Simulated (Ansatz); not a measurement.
The cluster NbO3H. Total charge 0; singlet. Geometry B3LYP-D4/def2-TZVP; atoms count from 1.

```csv
atom,x (Å),y (Å),z (Å)
Nb1,-0.006,-0.295,0.109
O2,-0.056,1.112,-1.188
O3,1.441,-1.178,0.291
O4,0.076,1.615,0.194
H5,-1.455,-1.254,0.594
```

In the def2 sets Nb takes a core potential; there is no spin–orbit coupling. The structure holds one bond between oxygen atoms, so isomers without such links may lie far lower. Another isomer (singlet) lies 3.80 eV lower at PBE0-D4/def2-TZVP; other spin states weren't run for this one.

Estimate the Mulliken populations from the PBE0/def2-TZVP orbitals of Ansatz.


| atom | charge (e) | d electrons |
| --- | --- | --- |
| Nb1 | 1.36 | 2.87 |
| O2 | -0.34 | – |
| O3 | -0.56 | – |
| O4 | -0.34 | – |
| H5 | -0.12 | – |
Mulliken values depend strongly on the basis.

And the Mayer bond orders between heavy atoms (over 0.3)?

Nb1–O2 0.98 (1.91 Å); Nb1–O3 2.03 (1.71 Å); Nb1–O4 0.98 (1.91 Å); O2–O4 0.85 (1.48 Å).
